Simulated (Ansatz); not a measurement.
Process, species as SMILES: SB(S)S -> [S-]B(S)S + H+
Structures are relaxed separately at B3LYP-D3(BJ)/def2-TZVP in Ansatz (an electronic-structure program), one conformer each, not searched for the lowest.
Geometry of the first species:
```xyz
7

S      1.3678    -1.1528    -0.2197
B     -0.0061     0.0105    -0.0032
S     -1.2405    -0.3290     1.2730
S      0.0074     1.4315    -1.1243
H      1.0136    -2.0175     0.7458
H     -2.0310     0.7403     1.0851
H     -1.1078     2.0304    -0.6788
```

Property: gas-phase deprotonation energy (electronic energy difference), in kJ/mol. Valence correlation only, unless marked. Spin-orbit coupling is left out. Non-relativistic. Anions need diffuse functions: aug- sets have them; def2-D sets add few; the other sets have none. CBS(X,Y): correlation extrapolated as X^-3; Hartree-Fock from the larger set.

```tsv
level	program	gas-phase deprotonation energy (kJ/mol)
r2SCAN-D3(BJ)/def2-TZVPD	Ansatz + dftd3	1398.1
PBE0/def2-QZVPP	Ansatz	1405.1
```

Question: Predict the CCSD(T)/CBS(aug-cc-pV(T+d)Z,aug-cc-pV(Q+d)Z) result (Ansatz).

Answer: 1394.8 kJ/mol, so PBE0/def2-QZVPP differs from it by 10.3 kJ/mol.
